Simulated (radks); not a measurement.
Values are calculated unless marked as measured or tabulated.
Task: Ionisation of the aluminium ion Al3+, [Ne], to Al4+, [He] 2s2 2p5, under several functionals. Scalar-relativistic Kohn-Sham, spin-polarised, spherical densities, finite nucleus; open shells are filled with parallel spins first; a radial shooting solver on a logarithmic mesh with Libxc functionals. The NIST Atomic Spectra Database gives 119.99 eV (measured). Rank these functionals by the error of their Delta-SCF ionisation energy: AM05; XLYP; Wu-Cohen GGA; BP86; SOGGA; exchange-only LDA; BLYP; B86b exchange with PBE correlation; exchange-only B88; revPBE.

Result: From best to worst: SOGGA 119.99 eV (0.0); AM05 120.11 eV (+0.1); revPBE 120.27 eV (+0.3); Wu-Cohen GGA 120.35 eV (+0.4); BLYP 120.38 eV (+0.4); B86b exchange with PBE correlation 120.43 eV (+0.4); XLYP 120.45 eV (+0.5); BP86 120.47 eV (+0.5); exchange-only B88 119.03 eV (-1.0); exchange-only LDA 118.23 eV (-1.8). Open shells are spherical and high-spin; term and fine-structure splittings are not resolved.
